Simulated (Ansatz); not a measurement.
Program: Ansatz. Geometries: PBE0-D4/def2-TZVP. ΔE: electronic, gas phase. CCSD(T)/CBS adds triple-zeta CCSD(T) − MP2 to the extrapolated MP2 energy (def2 sets, frozen cores). This one scheme is used for every species. DFT in def2-TZVPP. B3LYP here is the variant with VWN-RPA as its local correlation; programs differ in this. Each species was taken in one conformer, which may not be the lowest.

`C[O][AlH][CH2]F` + HCl → `C[O][AlH][Cl]` + `CF`  (ligand exchange at the Al–C bond)

`C[O][AlH][CH2]F`:

```xyz
11

C    -1.007   -1.692    0.155
O    -0.165   -1.113   -0.800
Al    0.713    0.304   -0.994
C     0.703    1.704    0.409
F    -0.097    1.335    1.499
H    -0.590   -2.647    0.489
H    -1.989   -1.891   -0.286
H    -1.146   -1.050    1.031
H     1.541    0.474   -2.328
H     1.710    1.912    0.793
H     0.325    2.664    0.032
```

HCl:

```xyz
2

Cl   -0.061   -0.618   -0.150
H     0.061    0.618    0.150
```

`C[O][AlH][Cl]`:

```xyz
8

C    -0.872   -0.275    0.913
O    -0.544    0.080   -0.401
Al    0.859    0.365   -1.265
Cl    2.706    0.194   -0.288
H    -1.425   -1.219    0.916
H     0.015   -0.392    1.546
H    -1.512    0.494    1.356
H     0.773    0.753   -2.778
```

`CF`:

Cartesian coordinates in Å:
```
C 0.028 0.053 0.012
F -0.604 -1.141 -0.254
H 1.100 -0.063 -0.166
H -0.148 0.326 1.055
H -0.376 0.825 -0.647
```

```tsv
species	B3LYP energy (Eh)
`C[O][AlH][CH2]F`	-497.48771
HCl	-460.83627
`C[O][AlH][Cl]`	-818.58910
`CF`	-139.80812
```

Problem. Work out ΔE.

Solution. ΔE = (-818.58910) + (-139.80812) − (-497.48771) − (-460.83627) = -0.07324 Eh = -1.99 eV. CCSD(T)/CBS gives -2.02 eV.

Largest T1 diagnostic among the species: 0.012.

From PBE to PBE0 (25 % exact exchange), in def2-TZVPP and without D4, ΔE moves by −0.08 eV. In def2-TZVPP, CCSD(T) changes the Hartree–Fock value by +0.21 eV (the triples alone add +0.02 eV) and MP2 by +0.14 eV.
